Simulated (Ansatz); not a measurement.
Species: BBr2 (charge +1, singlet). 
Geometry from a B3LYP-D3(BJ)/def2-TZVP (Ansatz, a quantum-chemistry and plane-wave program) optimisation:
```xyz
3

Br     0.0000     0.0000    -1.7665
B      0.0000     0.0000     0.0000
Br     0.0000     0.0000     1.7665
```
Charge +1, spin multiplicity 1.

Parts of the frozen-core correlation energy in STO-3G (Ansatz, hartree). Frozen orbitals: 29; correlated occupied orbitals by spin: 8 and 8; virtual: 4 and 4. Spin-orbit coupling is left out. No relativistic terms.

```tsv
term	value
reference (HF)	-5113.53374
MP2 opposite-spin	-0.06200
MP2 same-spin	-0.02239
CCSD correlation	-0.09129
(T)	-0.00693
FCI minus CCSD(T)	-0.00054
T1 diagnostic	0.022
largest doubles amplitude	0.066
```
